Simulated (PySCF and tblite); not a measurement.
C3H10Si, numbered as in [CH3:1][CH2:2][SiH2:3][CH3:4]. The ensemble was built from 90 distance-geometry starts (ETKDG and KDG, MMFF94s, GFN2-xTB) and rests on PBE0-D3(BJ)/def2-SVP geometries. Weights use PBE0-D3(BJ)/def2-TZVP energies plus GFN2-xTB zero-point and thermal terms (modes under about 100 cm⁻¹ blended into free rotors). Symmetry numbers and mirror images are counted. Conformers within 4 kcal/mol (GFN2-xTB free energy) were kept, 5 at most. GIAO shieldings: PBE0/pcSseg-1. Shifts are against TMS (¹H), TMS (¹³C), TMS (²⁹Si) at the same level. Programs: PySCF with density fitting and tblite.

Torsions listed: C1–C2–Si3–C4. Of a mirror pair one member is shown.

Two conformers hold nearly all the population. I: 180°; δ(Si3) = -31.22 ppm. II: 60°; δ(Si3) = -34.46 ppm. The average over the ensemble at 298.15 K is -33.38 ppm.

(1) What populations and free-energy difference follow from a two-state model?

Unscaled ²⁹Si shifts at such levels can be off by tens of ppm; differences between conformers or isomers are more reliable.

## Answers

(1) p(I) = (-33.38 − (-34.46))/(-31.22 − (-34.46)) = 0.33, so K = p(II)/p(I) = 2.00 and G(II) − G(I) = −RT ln K = -0.41 kcal/mol. One of the two counts twice, as a mirror pair, which this difference holds. The weights computed directly are 33.4 % and 66.6 %.
